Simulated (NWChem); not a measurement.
# Correlation energy of Br (+1)

SMILES: [Br+]
```xyz
1

Br     0.0000     0.0000     0.0000
```
Charge +1, spin multiplicity 3.

All runs are NWChem calculations.

Basis set: 6-311G**. Each correlation energy counts from its own Hartree-Fock reference.

The Hamiltonian is non-relativistic. The correlated methods keep 9 core orbitals frozen. The Pople sets run with spherical d functions. The stability of the SCF solutions was not checked. Open-shell Hartree-Fock references start from PBE0 orbitals. Coupled-cluster values serve here as a point of comparison, not as the truth.

Task: Order these methods by the correlation energy they give, lowest first: UMP2, SCS-UMP2, CCSD on UHF, CCSD[T] on UHF.

Result: CCSD[T] on UHF (-237.8 mHa), CCSD on UHF (-234.6 mHa), UMP2 (-230.2 mHa), SCS-UMP2 (-209.6 mHa)
